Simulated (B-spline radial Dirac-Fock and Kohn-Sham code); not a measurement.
**Atomic lead: differential elastic cross section for electrons at 101 keV**

Calculated with a radial B-spline solver, using relativistic (Dirac) partial waves in the static field of the Dirac-Fock atom with Furness-McCarthy exchange, without polarisation or absorption potentials.

Input of the calculation (task.json; shells as n, l, electrons):

```json
{"items": [{
  "Z": 82,
  "q": 0,
  "cfg": [[1, 0, 2], [2, 0, 2], [2, 1, 6], [3, 0, 2], [3, 1, 6], [3, 2, 10], [4, 0, 2], [4, 1, 6], [4, 2, 10], [4, 3, 14], [5, 0, 2], [5, 1, 6], [5, 2, 10], [6, 0, 2], [6, 1, 2]],
  "A": 208,
  "rrms": 5.5012,
  "do": "elastic",
  "energies": [[101000.0, 0]],
  "theta": [5, 10, 15, 20, 25, 30, 35, 40, 45, 50, 55, 60, 65, 70, 75, 80, 85, 90, 95, 100, 105, 110, 115, 120, 125, 130, 135, 140, 145, 150, 155, 160, 165, 170, 175]
}]}
```

Run with: `python xray2_run.py task.json out`

```tsv
θ (°)	dσ/dΩ (Å²/sr)	Sherman function
5	0.788	0.000
10	0.0827	0.001
15	0.0205	0.004
20	0.00745	0.009
25	0.00344	0.017
30	0.00183	0.024
35	0.00108	0.028
40	0.000695	0.027
45	0.000477	0.020
50	0.000344	0.005
55	0.000259	-0.016
60	0.000201	-0.044
65	0.000161	-0.077
70	0.000131	-0.114
75	0.000109	-0.154
80	9.18e-05	-0.195
85	7.85e-05	-0.236
90	6.80e-05	-0.275
95	5.95e-05	-0.312
100	5.27e-05	-0.345
105	4.71e-05	-0.374
110	4.25e-05	-0.396
115	3.87e-05	-0.412
120	3.55e-05	-0.421
125	3.28e-05	-0.422
130	3.06e-05	-0.415
135	2.88e-05	-0.401
140	2.73e-05	-0.379
145	2.60e-05	-0.349
150	2.50e-05	-0.313
155	2.41e-05	-0.270
160	2.35e-05	-0.223
165	2.30e-05	-0.171
170	2.26e-05	-0.116
175	2.24e-05	-0.058
```

The total elastic cross section is 0.233 Å², the first transport cross section 0.00152 Å² and the second, weighted with (3/2) sin²θ, 0.00335 Å². The mean deflection is ⟨1 − cos θ⟩ = 0.00652, and 0.10 % of the collisions scatter beyond 90°.
